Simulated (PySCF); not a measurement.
PySCF input file for disilanylformaldehyde (CH6OSi2), SMILES O=C[SiH2][SiH3], C-PCM-M06-2X/def2-SVP. Coordinates come from a B3LYP-D3(BJ)/def2-SVP optimisation. The values are those of a single conformer.

```python
import numpy as np
from pyscf import gto, scf, dft
from pyscf.solvent import pcm

mol = gto.M(
    atom='''
    O     2.33272320    0.38685440   -0.25456800
    C     1.58650437    0.08214485    0.64617738
    Si   -0.05608130   -0.89588244    0.31291865
    Si   -1.64122899    0.64834915   -0.48796012
    H     1.81905387    0.39586645    1.70510363
    H    -0.53116363   -1.52397816    1.58268646
    H     0.22119309   -1.94624145   -0.70668486
    H    -2.93696373   -0.03436524   -0.77396197
    H    -1.12431838    1.27865697   -1.73617146
    H    -1.86626875    1.70782341    0.53908868
    ''',
    basis='def2-SVP',
    charge=0,
    spin=0,
    max_memory=1600,
    verbose=3,
)
mf = dft.RKS(mol, xc='m06-2x').density_fit(auxbasis='def2-universal-jkfit')
mf.grids.level = 4
mf.conv_tol = 1e-9
mf.max_cycle = 100
mf.kernel()
res = {}
for name, eps in {'water': 78.355, 'methanol': 32.613, 'toluene': 2.3741}.items():
    s = mf.PCM()
    s.with_solvent.method, s.with_solvent.eps, s.with_solvent.lebedev_order = 'C-PCM', eps, 29
    s.kernel(mf.make_rdm1())
    res[name] = (s.e_tot, eps, s.dip_moment(), s.mo_energy, s.converged)
    print(f'{name}: electrostatic solvation free energy {(s.e_tot - mf.e_tot) * 627.509474:.3f} kcal/mol')
```

Program output:

```
converged SCF energy = -695.516520294486

WARN: PCM is an experimental feature. It is still in testing.
Features and APIs may be changed in the future.

converged SCF energy = -695.521795242922
Dipole moment(X, Y, Z, Debye): -1.99104, -0.70189,  1.85249
water: electrostatic solvation free energy -3.310 kcal/mol

WARN: PCM is an experimental feature. It is still in testing.
Features and APIs may be changed in the future.

converged SCF energy = -695.52168035237
Dipole moment(X, Y, Z, Debye): -1.98190, -0.69825,  1.83883
methanol: electrostatic solvation free energy -3.238 kcal/mol

WARN: PCM is an experimental feature. It is still in testing.
Features and APIs may be changed in the future.

converged SCF energy = -695.519374652196
Dipole moment(X, Y, Z, Debye): -1.80434, -0.62809,  1.58244
toluene: electrostatic solvation free energy -1.791 kcal/mol
```

The run converged.

Cost: very roughly 110 core-seconds.
